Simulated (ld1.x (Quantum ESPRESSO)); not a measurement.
**An all-electron radial function and its pseudo partner (hydrogen (H))**

Columns: radius, all-electron u(r) and pseudo u(r) of the 1s shell (level -6.33 eV) of hydrogen in the configuration 1s1; PBEsol, scalar-relativistic, ultrasoft scheme, ld1.x (Quantum ESPRESSO) 7.5.

```csv
r (bohr),all-electron,pseudo
0.050,0.0894,0.0723
0.100,0.1701,0.1434
0.150,0.2426,0.2122
0.200,0.3076,0.2777
0.250,0.3657,0.3390
0.300,0.4173,0.3954
0.350,0.4631,0.4465
0.400,0.5034,0.4920
0.450,0.5388,0.5317
0.500,0.5696,0.5660
0.550,0.5963,0.5950
0.600,0.6192,0.6192
0.650,0.6385,0.6392
0.700,0.6547,0.6554
0.750,0.6680,0.6685
0.800,0.6787,0.6789
0.850,0.6869,0.6870
0.900,0.6929,0.6929
0.950,0.6970,0.6970
1.000,0.6993,0.6993
1.050,0.6999,0.6999
1.100,0.6990,0.6990
1.150,0.6968,0.6968
1.200,0.6934,0.6934
1.250,0.6889,0.6889
1.300,0.6835,0.6835
```

(1) How many radial nodes do the two functions have?

(2) At about which radius was the pseudo-wave matched?

(3) Is the pseudo-wave norm-conserving?

Results:

(1) The all-electron 1s function has n − l − 1 = 0; the pseudo-wave has 0.

(2) 0.90 bohr. The columns agree to 0.0005 from 0.75 bohr on; several derivatives are matched, so the curves merge somewhat inside the radius.

(3) No, it belongs to an ultrasoft set: the norm inside the radius is not constrained, and the difference is carried by the augmentation charge.
